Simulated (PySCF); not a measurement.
# P (phosphorus, neutral) across methods

[Ne] 3s2 3p3, high-spin 4S determinant. All numbers are calculated (PySCF 2.14, scalar relativity by spin-free X2C-1e, in aug-cc-pVQZ-DK (7s6p4d3f2g, 84 functions)).

| method | E (hartree) | mean ε 3s α (eV) | mean ε 3s β (eV) | mean ε 3p α (eV) | Σ⟨r²⟩ (bohr²) | ⟨S²⟩ |
| --- | --- | --- | --- | --- | --- | --- |
| PBE0 | -341.9656 | -16.982 | -13.218 | -7.522 | 30.06 | 3.750 |
| LDA | -340.8084 | -14.785 | -12.327 | -6.286 | 30.38 | 3.751 |
| wB97X | -342.0861 | -19.855 | -15.734 | -9.773 | 29.82 | 3.753 |
| PBE | -341.9357 | -14.808 | -12.083 | -6.284 | 30.28 | 3.750 |
| M06-2X | -342.0793 | -18.336 | -14.507 | -8.356 | 30.05 | 3.752 |
| M06 | -342.0755 | -16.504 | -13.188 | -7.102 | 29.88 | 3.751 |
| r2SCAN | -342.0668 | -15.669 | -12.034 | -6.682 | 29.98 | 3.750 |
| TPSS | -342.1134 | -15.191 | -11.971 | -6.413 | 30.04 | 3.751 |
| UHF | -341.53415 | -22.833 | -15.224 | -10.655 | 30.23 | 3.751 |
